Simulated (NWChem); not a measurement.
Species: SeCl3 cation; SMILES Cl[Se+](Cl)Cl

Computed with NWChem. Geometry: optimised at B3LYP/6-31G* (spherical d).

Q: Taking Hartree-Fock/cc-pVQZ as the yardstick, which of these has the fewest basis functions while keeping “highest occupied level (eV)” within 0.1 eV of it: Hartree-Fock/aug-cc-pVTZ; Hartree-Fock/cc-pVTZ; Hartree-Fock/cc-pVDZ; Hartree-Fock/aug-cc-pVDZ?

A: Hartree-Fock/aug-cc-pVDZ.
```
level                     basis functions  highest occupied level (eV)
------------------------  ---------------  ---------------------------
Hartree-Fock/cc-pVDZ                   81                       -18.14
Hartree-Fock/aug-cc-pVDZ              117                       -18.02
Hartree-Fock/cc-pVTZ                  145                       -17.97
Hartree-Fock/aug-cc-pVTZ              209                       -17.96
Hartree-Fock/cc-pVQZ                  245                       -17.95
```

The yardstick is one finite set, not the basis-set limit.
